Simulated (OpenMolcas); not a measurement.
Ir6+ among 5 point charges of -1.5 e arranged as a trigonal bipyramid (D3h). The axial distance is 1.13 times the equatorial one, R.

```yaml
Program: OpenMolcas 26.06
Method: "SS-CASPT2, IPEA 0.25 Eh, imaginary shift 0.1 Eh (closed shells correlated: 4f 5s 5p)"
Basis: ANO-RCC-VDZP [7s6p4d2f]
Scalar_Hamiltonian: DKH2, point nucleus
Active_space: 3 electrons in 5 orbitals (5d)
State_averaging: 2S+1 = 4 even, 10 roots; 2S+1 = 2 even, 40 roots
Spin-orbit_coupling: state interaction with AMFI integrals over the reference wave functions
```

All point charges move together. At R = 1.99 Å the first state of the same spin is 2510 cm-1, and at R = 2.32 Å it is 1050 cm-1.

Task: A third run gives 1780 cm-1. What distance was it run at?

Result: With a power law R^-n the two known points give n = -ln(1050 / 2510) / ln(2.32 / 1.99) = 5.68. Then R = 1.99 × (2510 / 1780)^(1/5.68) = 2.114 Å. The run was at 2.12 Å, so the estimate is off by -0.006 Å.

Roots that are degenerate in the reference are averaged as groups; the widest CASPT2 spread within a group is 130 cm-1 (the 2-fold group of multiplicity 4 near 0 cm-1 above the lowest state of its run, R = 2.12). Shifts and gaps below about the spread of the groups concerned are not significant. The ground term spreads over less than 5000 cm-1, several times less than with real ligands, so orbital moments are less quenched and χT lies further from the spin-only value than at real sites. Free-ion shares, where given, are those of the reference states; single-state CASPT2 does not remix them. Spin-orbit coupling mixes the spin-free states strongly: the lowest level takes only 31 % from its leading state, 4E (figures for R = 1.99; the like holds for R = 2.12, R = 2.32). This is an electrostatic model: the charges have no orbitals. No measured value stands beside these numbers.
